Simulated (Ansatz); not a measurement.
Consider the formal exchange of groups at the Al–Si bond: `N[Si](N)([AlH2])[SiH3]` + `[Cl][InH2]` → `[AlH2][InH][Cl]` + `N[SiH](N)[SiH3]`.

Calculated with Ansatz (gas phase, PBE0-D4/def2-TZVP geometries, no zero-point term in ΔE). CCSD(T)/CBS adds triple-zeta CCSD(T) − MP2 to the extrapolated MP2 energy (def2 sets, frozen cores). DFT in def2-TZVPP. Elements past krypton have def2 core potentials. For In outer-core shells are correlated without core-valence functions, which leaves a few kJ/mol of doubt a bond. One conformer a species, not always the lowest.

(1) Is it downhill or uphill in electronic energy at CCSD(T)/CBS, and by how much? (An estimate is asked.)

(2) What do these levels give: PBE0-D4, ωB97M-V, B2PLYP, PBE, MP2/def2-TZVPP, CCSD(T)/def2-TZVPP? (An estimate is asked.)

Largest T1 diagnostic among the species: 0.014.

## Answers

(1) Computed: Downhill: ΔE = -0.70 eV.

(2) The calculation gave: PBE0-D4 -0.62, ωB97M-V -0.69, B2PLYP -0.74, PBE -0.63, MP2/def2-TZVPP -0.74, CCSD(T)/def2-TZVPP -0.67 eV.

The D4 term adds +0.06 eV with B3LYP and +0.04 eV with PBE0; it sums over pairs of atoms, weighted by their polarisabilities, and B3LYP, whose exchange is more repulsive, gets the larger term. In def2-TZVPP, CCSD(T) changes the Hartree–Fock value by +0.12 eV (the triples alone add +0.03 eV) and MP2 by +0.06 eV.

B3LYP here is the variant with VWN-RPA as its local correlation; programs differ in this.
